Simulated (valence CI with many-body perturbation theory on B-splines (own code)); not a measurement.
Bi⁷⁵⁺: electric-dipole lines

Calculated by configuration interaction combined with many-body perturbation theory (CI+MBPT): six valence electrons over a frozen Dirac-Fock core [He], a basis of 9 s, 9 p, 8 d, 6 f, 3 g, 1 h functions for each j, with the one-electron correlation potential Σ1 (screened to all orders), the two-electron term Σ2, the three-electron term Σ3, Breit, model QED; selected single and double excitations, second order for the rest, scaled by the run's own slope (own B-spline code, finite nucleus).

No measured spectrum was set against this ion. As an estimate, large intervals hold to a few tenths of a per cent, small ones and those within an open d or f shell to about a per cent. Among the levels kept, up to 1900 cm⁻¹ of a level comes from second order outside the variational space, and about a tenth of that is noise between levels of different J, which matters for small intervals.

Lines 51 to 100 of 222 in falling wavelength, among levels below 1030.8 Ry, chosen from the strongest by gf and those to the six lowest levels. Wavelengths and rates use the calculated energies. Electric multipoles are in the length gauge with retardation, E1 and E2 with the static RPA response of the core. Weak lines are less certain than strong ones. Lines between different terms over intervals too small for the method are left out, as are lines whose strength nearly cancels. The highest levels of a list are the least certain.

Levels are named by their leading jj configuration (3d3/2^4 stands for four electrons in 3d with j = 3/2), which in mixed levels can hold well under half, so a name can repeat and another be missing. Letters in brackets count levels of one name in rising energy.

```
λ vac (nm)                               Upper                               Lower   A (s⁻¹)  log gf  Branch %
     3.515      (2s^2 2p1/2^2 2p3/2 3d5/2) J=1      (2s^2 2p1/2^2 2p3/2 3p3/2) J=1  1.40e+11   -1.11       0.0
     3.448  (2s 2p1/2^2 2p3/2^2 3p1/2) J=2 [a]  (2s^2 2p1/2 2p3/2^2 3p1/2) J=2 [b]  9.68e+09   -2.06       0.0
     3.443      (2s 2p1/2^2 2p3/2^2 3p1/2) J=3  (2s^2 2p1/2 2p3/2^2 3p1/2) J=2 [b]  1.23e+10   -1.82       0.0
     3.120         (2s 2p1/2^2 2p3/2^2 3s) J=3         (2s^2 2p1/2 2p3/2^2 3s) J=3  2.09e+10   -1.67       0.0
     3.019  (2s 2p1/2^2 2p3/2^2 3p1/2) J=2 [a]      (2s^2 2p1/2 2p3/2^2 3p1/2) J=3  6.13e+09   -2.38       0.0
     3.016      (2s 2p1/2^2 2p3/2^2 3p1/2) J=3      (2s^2 2p1/2 2p3/2^2 3p1/2) J=3  2.32e+10   -1.65       0.0
     3.004  (2s 2p1/2^2 2p3/2^2 3p1/2) J=1 [a]      (2s^2 2p1/2 2p3/2^2 3p1/2) J=0  2.13e+10   -2.06       0.0
     2.941         (2s 2p1/2^2 2p3/2^2 3s) J=3     (2s^2 2p1/2 2p3/2^2 3s) J=2 [a]  2.06e+10   -1.73       0.0
     2.934     (2s 2p1/2^2 2p3/2^2 3s) J=2 [a]     (2s^2 2p1/2 2p3/2^2 3s) J=2 [b]  1.77e+10   -1.94       0.0
     2.907  (2s 2p1/2^2 2p3/2^2 3p1/2) J=2 [a]  (2s^2 2p1/2 2p3/2^2 3p1/2) J=2 [a]  2.65e+10   -1.77       0.0
     2.903      (2s 2p1/2^2 2p3/2^2 3p1/2) J=3  (2s^2 2p1/2 2p3/2^2 3p1/2) J=2 [a]  2.03e+10   -1.75       0.0
     2.854  (2s 2p1/2^2 2p3/2^2 3p1/2) J=2 [a]  (2s^2 2p1/2 2p3/2^2 3p1/2) J=1 [a]  4.26e+10   -1.59       0.0
     2.797     (2s 2p1/2^2 2p3/2^2 3s) J=2 [a]     (2s^2 2p1/2 2p3/2^2 3s) J=1 [a]  3.06e+10   -1.75       0.0
     2.710     (2s 2p1/2^2 2p3/2^2 3s) J=2 [a]     (2s^2 2p1/2 2p3/2^2 3s) J=2 [a]  2.00e+09   -2.96       0.0
     2.707     (2s 2p1/2^2 2p3/2^2 3s) J=1 [a]     (2s^2 2p1/2 2p3/2^2 3s) J=1 [b]  4.61e+10   -1.82       0.0
     2.686     (2s 2p1/2^2 2p3/2^2 3s) J=1 [a]         (2s^2 2p1/2 2p3/2^2 3s) J=0  9.98e+09   -2.49       0.0
     2.633            (2s 2p1/2^2 2p3/2^3) J=2            (2s^2 2p1/2 2p3/2^3) J=2  5.27e+10   -1.56       0.2
     2.629  (2s 2p1/2^2 2p3/2^2 3p1/2) J=1 [a]  (2s^2 2p1/2 2p3/2^2 3p1/2) J=1 [b]  5.47e+10   -1.77       0.0
     2.622      (2s 2p1/2^2 2p3/2^2 3p1/2) J=0  (2s^2 2p1/2 2p3/2^2 3p1/2) J=1 [b]  1.37e+11   -1.85       0.4
     2.557  (2s 2p1/2^2 2p3/2^2 3p1/2) J=1 [b]  (2s^2 2p1/2 2p3/2^2 3p1/2) J=2 [b]  4.04e+10   -1.93       0.0
     2.548  (2s 2p1/2^2 2p3/2^2 3p1/2) J=2 [b]  (2s^2 2p1/2 2p3/2^2 3p1/2) J=2 [b]  1.44e+10   -2.15       0.0
     2.534            (2s 2p1/2^2 2p3/2^3) J=2            (2s^2 2p1/2 2p3/2^3) J=1  6.10e+10   -1.53       0.2
     2.519              (2s 2p1/2 2p3/2^4) J=1                  (2s^2 2p3/2^4) J=0  7.07e+10   -1.69       0.1
     2.469         (2s 2p1/2^2 2p3/2^2 3s) J=0     (2s^2 2p1/2 2p3/2^2 3s) J=1 [b]  8.67e+10   -2.10       0.0
     2.359     (2s 2p1/2^2 2p3/2^2 3s) J=1 [b]     (2s^2 2p1/2 2p3/2^2 3s) J=2 [b]  5.51e+10   -1.86       0.0
     2.306  (2s 2p1/2^2 2p3/2^2 3p1/2) J=2 [b]      (2s^2 2p1/2 2p3/2^2 3p1/2) J=3  1.13e+11   -1.34       0.0
     2.277     (2s 2p1/2^2 2p3/2^2 3s) J=2 [b]         (2s^2 2p1/2 2p3/2^2 3s) J=3  8.52e+10   -1.48       0.1
     2.270     (2s 2p1/2^2 2p3/2^2 3s) J=1 [b]     (2s^2 2p1/2 2p3/2^2 3s) J=1 [a]  1.95e+10   -2.34       0.0
     2.246  (2s 2p1/2^2 2p3/2^2 3p1/2) J=1 [b]  (2s^2 2p1/2 2p3/2^2 3p1/2) J=2 [a]  4.83e+10   -1.96       0.0
     2.240  (2s 2p1/2^2 2p3/2^2 3p1/2) J=2 [b]  (2s^2 2p1/2 2p3/2^2 3p1/2) J=2 [a]  1.68e+10   -2.20       0.0
     2.215  (2s 2p1/2^2 2p3/2^2 3p1/2) J=1 [b]  (2s^2 2p1/2 2p3/2^2 3p1/2) J=1 [a]  2.31e+10   -2.29       0.0
     2.212     (2s 2p1/2^2 2p3/2^2 3s) J=1 [b]     (2s^2 2p1/2 2p3/2^2 3s) J=2 [a]  5.77e+09   -2.90       0.0
     2.180     (2s 2p1/2^2 2p3/2^2 3s) J=2 [b]     (2s^2 2p1/2 2p3/2^2 3s) J=2 [a]  1.81e+10   -2.19       0.0
     2.173            (2s 2p1/2^2 2p3/2^3) J=1            (2s^2 2p1/2 2p3/2^3) J=2  1.53e+11   -1.49       0.2
     2.154               (2p1/2^2 2p3/2^4) J=0              (2s 2p1/2 2p3/2^4) J=1  4.88e+11   -1.47       0.4
     2.105            (2s 2p1/2^2 2p3/2^3) J=1            (2s^2 2p1/2 2p3/2^3) J=1  3.87e+10   -2.11       0.1
     1.502      (2s^2 2p1/2^2 2p3/2 3p3/2) J=1         (2s^2 2p1/2^2 2p3/2 3s) J=1  3.75e+12   -0.42      54.5
     1.501      (2s^2 2p1/2^2 2p3/2 3d3/2) J=2      (2s^2 2p1/2^2 2p3/2 3p1/2) J=2  1.56e+12   -0.58       0.6
     1.499      (2s^2 2p1/2^2 2p3/2 3d3/2) J=2      (2s^2 2p1/2^2 2p3/2 3p1/2) J=1  1.60e+12   -0.57       0.6
     1.485      (2s^2 2p1/2^2 2p3/2 3d3/2) J=3      (2s^2 2p1/2^2 2p3/2 3p1/2) J=2  3.26e+12   -0.12       4.3
     1.485      (2s^2 2p1/2^2 2p3/2 3p3/2) J=3         (2s^2 2p1/2^2 2p3/2 3s) J=2  4.75e+12    0.04      68.6
     1.483      (2s^2 2p1/2^2 2p3/2 3p3/2) J=1         (2s^2 2p1/2^2 2p3/2 3s) J=2  8.21e+11   -1.09      11.9
     1.477      (2s^2 2p1/2^2 2p3/2 3d3/2) J=1      (2s^2 2p1/2^2 2p3/2 3p1/2) J=2  5.86e+11   -1.24       0.1
     1.475      (2s^2 2p1/2^2 2p3/2 3d3/2) J=1      (2s^2 2p1/2^2 2p3/2 3p1/2) J=1  2.75e+12   -0.57       0.4
     1.465      (2s^2 2p1/2^2 2p3/2 3d3/2) J=0      (2s^2 2p1/2^2 2p3/2 3p1/2) J=1  3.41e+12   -0.96      98.7
     1.443      (2s^2 2p1/2^2 2p3/2 3p3/2) J=2         (2s^2 2p1/2^2 2p3/2 3s) J=1  2.69e+12   -0.38      41.2
     1.425      (2s^2 2p1/2^2 2p3/2 3p3/2) J=2         (2s^2 2p1/2^2 2p3/2 3s) J=2  2.66e+12   -0.39      40.8
     1.392      (2s^2 2p1/2^2 2p3/2 3p3/2) J=0         (2s^2 2p1/2^2 2p3/2 3s) J=1  5.94e+12   -0.76      50.4
     1.210      (2s^2 2p1/2^2 2p3/2 3d5/2) J=3      (2s^2 2p1/2^2 2p3/2 3p1/2) J=2  2.61e+10   -2.40       0.0
    0.6664                  (2s^2 2p3/2^4) J=0            (2s 2p1/2^2 2p3/2^3) J=1  1.94e+11   -2.89      43.0
```
